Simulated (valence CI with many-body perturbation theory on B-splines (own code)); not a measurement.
The numbers below are computed, except where a source is named.
Hyperfine factors and g values of Sm55+

Level of theory: configuration interaction combined with many-body perturbation theory (CI+MBPT): five valence electrons over a frozen Dirac-Fock core [He], radial functions for each j: 11 s, 11 p, 10 d, 8 f, 5 g, 2 h, with the one-electron correlation potential Σ1 (screened to all orders), the two-electron term Σ2, the three-electron term Σ3, Breit, model QED; selected single and double excitations, second order for the rest, scaled by the run's own slope (own B-spline code, finite nucleus).

The last digits are not significant, and no measured levels were compared; by estimate large intervals hold to a few tenths of a per cent, small ones and those within an open d or f shell to about a per cent. Among the levels kept, up to 7200 cm⁻¹ of a level comes from second order outside the variational space, and about a tenth of that is noise between levels of different J, which matters for small intervals.

A/g_I is the dipole constant over the nuclear g factor μ/I (μ in nuclear magnetons, uniformly magnetised nucleus), B/Q the quadrupole constant per barn. Both hold the static response of the core; the bare values leave it out. Large factors of s and p1/2 electrons are usually good to 5 to 10 %; those of open d and f shells near neutrality can be off by tens of per cent, and small factors of p3/2, d and f electrons come from cancelling terms and can be off by a factor of two or in sign, in half-filled shells by more. B is blank for J = 1/2, where it vanishes, and for nearly pure S terms. Energies count from the lowest level.

Levels are named by their leading jj configuration (3d3/2^4 stands for four electrons in 3d with j = 3/2), which in mixed levels can hold well under half, so a name can repeat and another be missing. Letters in brackets count levels of one name in rising energy.

```
                             Level  E (eV)      g  A/g_I (MHz)  A/g_I bare  B/Q (MHz/b)  B/Q bare
        (2s^2 2p1/2^2 2p3/2) J=3/2     0.0  1.336       454000      466000       860000    862000
        (2s^2 2p1/2 2p3/2^2) J=3/2   610.7  1.440      -124000     -107000        76800     76900
        (2s^2 2p1/2 2p3/2^2) J=5/2   632.5  1.174      1060000     1070000        -3250     -3260
        (2s^2 2p1/2 2p3/2^2) J=1/2   671.6  0.632      3450000     3430000                       
        (2s 2p1/2^2 2p3/2^2) J=5/2   875.8  1.463      2480000     2470000       175000    175000
        (2s 2p1/2^2 2p3/2^2) J=1/2   958.9  2.044     1.05e+07    1.04e+07                       
        (2s 2p1/2^2 2p3/2^2) J=3/2   960.4  1.184     -1550000    -1500000      -154000   -154000
              (2s^2 2p3/2^3) J=3/2  1283.8  1.288       479000      489000      -940000   -942000
      (2s 2p1/2 2p3/2^3) J=3/2 [a]  1508.9  1.578      2500000     2480000      -702000   -703000
          (2s 2p1/2 2p3/2^3) J=5/2  1545.6  1.284      3100000     3080000     -1080000  -1080000
          (2s 2p1/2 2p3/2^3) J=1/2  1592.8  1.381     -3780000    -3710000                       
      (2s 2p1/2 2p3/2^3) J=3/2 [b]  1603.0  1.032       142000      165000      -229000   -229000
           (2p1/2^2 2p3/2^3) J=3/2  1895.6  1.309       443000      464000      -895000   -897000
                (2s 2p3/2^4) J=1/2  2220.5  1.831     1.06e+07    1.05e+07                       
             (2p1/2 2p3/2^4) J=1/2  2530.8  0.632      3460000     3430000                       
           (2s^2 2p1/2^2 3s) J=1/2  6122.0  2.004      3020000     3000000                       
        (2s^2 2p1/2^2 3p1/2) J=1/2  6202.2  0.652      1000000      996000                       
        (2s^2 2p1/2^2 3p3/2) J=3/2  6396.9  1.327       133000      137000       251000    251000
        (2s^2 2p1/2^2 3d3/2) J=3/2  6471.3  0.785        77600       77500        42000     42400
        (2s^2 2p1/2^2 3d5/2) J=5/2  6530.9  1.193        28400       28500        35000     35500
   (2s^2 2p1/2 2p3/2 3s) J=3/2 [a]  6742.0  1.662       722000      727000       569000    570000
       (2s^2 2p1/2 2p3/2 3s) J=1/2  6750.4  1.299     -1380000    -1340000                       
       (2s^2 2p1/2 2p3/2 3s) J=5/2  6760.4  1.321      1580000     1580000       822000    823000
   (2s^2 2p1/2 2p3/2 3s) J=3/2 [b]  6765.8  0.969       964000      973000       496000    497000
    (2s^2 2p1/2 2p3/2 3p1/2) J=1/2  6821.5  1.728      -703000     -677000                       
(2s^2 2p1/2 2p3/2 3p1/2) J=3/2 [a]  6827.5  1.136       721000      728000       173000    173000
    (2s^2 2p1/2 2p3/2 3p1/2) J=5/2  6840.4  1.061      1180000     1180000       814000    815000
(2s^2 2p1/2 2p3/2 3p1/2) J=3/2 [b]  6871.1  1.322       697000      708000       854000    855000
       (2s 2p1/2^2 2p3/2 3s) J=5/2  6967.4  1.592      2600000     2590000       893000    895000
   (2s 2p1/2^2 2p3/2 3s) J=3/2 [a]  6992.4  1.452      3110000     3090000       431000    431000
(2s^2 2p1/2 2p3/2 3p3/2) J=1/2 [a]  7009.3  1.559     -1030000    -1010000                       
(2s^2 2p1/2 2p3/2 3p3/2) J=5/2 [a]  7013.6  1.432       244000      251000       844000    846000
(2s^2 2p1/2 2p3/2 3p3/2) J=3/2 [a]  7017.9  1.154      1060000     1060000      -564000   -565000
    (2s^2 2p1/2 2p3/2 3p3/2) J=7/2  7025.0  1.227       753000      758000      1090000   1090000
(2s^2 2p1/2 2p3/2 3p3/2) J=3/2 [b]  7036.5  1.392       -82600      -66800       340000    340000
       (2s 2p1/2^2 2p3/2 3s) J=1/2  7046.1  0.751     -1260000    -1220000                       
(2s^2 2p1/2 2p3/2 3p3/2) J=5/2 [b]  7048.2  1.191       937000      940000       127000    127000
(2s 2p1/2^2 2p3/2 3p1/2) J=3/2 [a]  7059.7  1.694      3370000     3350000       579000    580000
    (2s 2p1/2^2 2p3/2 3p1/2) J=5/2  7060.5  1.357      2500000     2490000       831000    833000
   (2s 2p1/2^2 2p3/2 3s) J=3/2 [b]  7063.3  1.385      -445000     -421000       511000    511000
```

(1) Take the isotope of mass number 149, with I = 7/2, μ = -0.6677 μN and Q = 0.075 b. What is the hyperfine structure of (2s 2p1/2^2 2p3/2^2) J=5/2?

## Answers

(1) From the table A = -474000 MHz, B = 13100 MHz. Shifts from the centre of gravity in MHz: F = 1: 5340000, F = 2: 4390000, F = 3: 2960000, F = 4: 1060000, F = 5: -1310000, F = 6: -4140000.
